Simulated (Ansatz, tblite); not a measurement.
Spin states of the cluster Al4Ru (the lowest singlet isomer of a short search), each relaxed with PBE0-D4/def2-SVP in Ansatz. Electronic energies in the gas phase.

In the def2 sets Ru takes a core potential; there is no spin–orbit coupling. The xTB rows come from tblite. HSE06 is defined as in plane-wave codes, on full-range PBE exchange. The structure comes from a short search, and lower isomers may exist.

Singlet geometry:

```
atom   x (Å)   y (Å)   z (Å)
 Ru1   0.379   0.844   0.190
 Al2   0.969  -1.361   0.174
 Al3  -0.541   0.090   2.263
 Al4  -1.605  -0.054  -0.493
 Al5   0.797   0.481  -2.134
```

Triplet geometry (Cs within 0.1 Å):

Cartesian coordinates in Å:
```
Ru -0.062 0.176 0.624
Al 0.894 -1.814 -0.044
Al -2.244 -0.660 0.526
Al -0.504 0.903 -1.467
Al 1.916 1.395 0.362
```

Quintet geometry (Cs within 0.1 Å):

```xyz
5

Ru    0.463    0.041   -0.178
Al   -1.207    1.531   -0.357
Al    0.152   -1.083   -2.251
Al   -0.924   -1.417    1.024
Al    1.515    0.928    1.763
```

Run but left out: B2PLYP/def2-TZVP (singlet: restricted singlet, unstable in another Hartree–Fock run and untested here).

Only these spin states were relaxed.

```csv
level,triplet − singlet (kJ/mol),quintet − singlet (kJ/mol),lowest of these
GFN1-xTB,148.3,333.3,singlet
PBE-D4/def2-TZVP,87.3,211.8,singlet
PBE0-D4/def2-TZVP,74.7,178.0,singlet
```

Problem. Estimate the rows for GFN2-xTB, r2SCAN-D4/def2-TZVP, HSE06-D4/def2-TZVP.

Solution. 
```
              level  triplet − singlet (kJ/mol)  quintet − singlet (kJ/mol)  lowest of these
           GFN2-xTB                       -29.3                       -35.8          quintet
r2SCAN-D4/def2-TZVP                        84.1                       199.1          singlet
 HSE06-D4/def2-TZVP                        76.1                       182.0          singlet
```

The xTB methods have no spin-polarisation term.

Problem. How do the metal–ligand distances follow the spin state?

Solution. 
```csv
state,donor atoms,mean metal–ligand distance (Å),range (Å),Mulliken spin on the metal (PBE0)
singlet,4,2.336,2.28–2.39,0
triplet,4,2.310,2.26–2.34,0.39
quintet,4,2.337,2.25–2.38,1.13
```

⟨S²⟩ at PBE0-D4/def2-TZVP: singlet 0.00 (pure 0.00), triplet 2.05 (pure 2.00), quintet 6.03 (pure 6.00). The unpaired electrons of the triplet sit mostly on the ligands.
